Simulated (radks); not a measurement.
Task: All-electron atom: Au2+ in [Kr] 4d10 4f14 5s1 5p6 5d9 5f1 (not the ground configuration). All-electron calculation, scalar-relativistic Kohn-Sham, PBE, spin-unpolarised, spherical densities, point nucleus. Program: a radial shooting solver on a logarithmic mesh with Libxc functionals. Some entries of the table are withheld. Estimate them.

| orbital | occ. | eigenvalue (Ry) | r(max) (bohr) | <r> (bohr) |
|---|---|---|---|---|
| 1s | 2 | -5940.529 | 0.01041 | 0.01686 |
| 2s | 2 | -1050.262 | 0.06016 | 0.07111 |
| 2p | 6 | -908.1546 | 0.04981 | 0.06424 |
| 3s | 2 | -249.8683 | 0.1696 | 0.1838 |
| 3p | 6 | -208.6582 | 0.1690 | 0.1851 |
| 3d | 10 | -164.6846 | 0.1376 | 0.1677 |
| 4s | 2 | -56.26355 | 0.3826 | 0.4069 |
| 4p | 6 | -42.75212 | 0.4028 | 0.4334 |
| 4d | 10 | -26.54026 | 0.4103 | 0.4581 |
| 5s | 1 | -10.40655 | 0.8450 | 0.9195 |
| 4f | 14 | -8.53555 | 0.3754 | (1) |
| 5p | 6 | -6.76982 | 0.9466 | 1.054 |
| 5d | 9 | (2) | 1.171 | 1.413 |
| 5f | 1 | -0.46758 | 4.791 | 5.244 |

Result: 
(1) 4f <r> (bohr): 0.4967
(2) 5d eigenvalue (Ry): -2.65832
